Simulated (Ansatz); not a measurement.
Basis-set extrapolation for CH7AlSi2 (`C1[SiH2][AlH][SiH2]1`) (PBE0-D4/def2-TZVP geometry, frozen core, Ansatz). Multiplicity 1, RHF reference.

```
                      def2-TZVPP   def2-QZVPP
                 HF  -861.736636  -861.762717
    MP2 correlation    -0.495684    -0.530002
CCSD(T) correlation    -0.579836      not run
```

Energies in hartree. Use E(X) = E(∞) + A·exp(−7.88·√X) for Hartree–Fock and E(X) = E(∞) + B·X^(−2.97) for correlation, with X = 3 and 4, and add CCSD(T) minus MP2 of the smaller set to the MP2 limit.

Task: What is the CCSD(T) energy at the basis-set limit?

Result: HF limit: -861.762717 + (-0.026081) × 0.13774 = -861.76631. MP2 limit: -0.530002 + (-0.034318) × 0.74074 = -0.55542. Higher-order term: -0.579836 − (-0.495684) = -0.08415. Total: -862.40588 hartree, 56.1 kcal/mol below CCSD(T)/def2-TZVPP.
